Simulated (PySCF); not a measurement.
Electron correlation in Ne (neon, neutral)

[Ne], closed-shell 1S. Computed with PySCF 2.14 in aug-cc-pVTZ (5s4p3d2f, 46 functions), with no relativity, point nucleus. Frozen: 1s2; 8 electrons correlated.

```
  level  correlation energy (mhartree)
   CCSD                        -274.10
    (T)                          -5.28
CCSD(T)                        -279.38
```

Diagnostics: T1 = 0.0076, D1 = 0.0119, largest double amplitude 0.029.

Cost of the coupled-cluster step: about 0.5 core-seconds, for 8 correlated electrons.
